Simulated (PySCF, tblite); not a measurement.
Species: C₂H₁₁BO₂Si₂.
SMILES: `[SiH3]OB(OC)C[SiH3]`

Jobs on this species (18 atoms, 72 electrons) with PySCF (density fitting) and tblite. Hardware of each: an Arm Neoverse N1 with one thread, on a shared host. Other jobs ran on the host; a repeat could differ by tens of per cent or more.

```json
{"level and settings": "GFN2-xTB", "work": "Hessian by finite differences", "basis functions": "–", "SCF cycles": "–", "wall time": "?"}
{"level and settings": "PBE0/pcSseg-1", "work": "shieldings, charges and field gradients", "basis functions": "188", "SCF cycles": "14", "wall time": "53 s"}
{"level and settings": "GFN2-xTB", "work": "L-BFGS relaxation", "basis functions": "–", "SCF cycles": "–", "wall time": "2.6 s"}
```

**Question.** Fill in the missing figures.

**Answer.** 
- GFN2-xTB; Hessian by finite differences: 1.1 s

**Question.** What do all jobs in the table cost together?

**Answer.** About 57 s; the longest takes about 93 % of that, and about 48 times as long as the shortest.
